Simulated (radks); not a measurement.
The numbers below are computed, except where a source is named.
Q: Radial electron density D(r) = 4 pi r^2 rho(r) of an atom or ion with 29 electrons. Level of theory: Dirac Kohn-Sham, exchange-only PBE, spin-unpolarised, spherical densities, finite nucleus; Fermi nuclear charge, rms radius of each element as measured or else 0.836 A^(1/3) + 0.57 fm (a radial shooting solver on a logarithmic mesh with Libxc functionals).

r (bohr),D(r) (e/bohr)
0.003336,12.53
0.00424,17.84
0.005434,25.03
0.006908,33.64
0.008852,43.77
0.01125,53.67
0.01442,62.08
0.01833,66.36
0.02349,65.53
0.02986,60.96
0.03827,57.23
0.04865,60.28
0.06234,71.44
0.07925,82.09
0.1016,80.84
0.1291,67.22
0.1654,56.59
0.2103,60.94
0.2695,66.18
0.3426,52.74
0.4391,26.89
0.5582,9.720
0.7153,3.272
0.9093,1.092
1.165,0.1853
1.481,0.01205
1.898,0.0001864

What is the nuclear charge?

A: Z = 51. The innermost maximum, from 1s, lies near gamma/Z bohr with gamma = sqrt(1 - (Z/c)^2) = 0.928, here 0.0182 bohr (found: 0.0199), and its height grows with Z. The density is that of the antimony ion Sb22+ in [Ar] 3d10 4s1; the configuration itself is not fixed sharply by these data, and Z only to a few units. D(r) has 3 maxima, at r = 0.0199, 0.0879, 0.261 bohr, and minima at 0.0395, 0.172 bohr, inside which lie 2.04, 11.26 electrons.
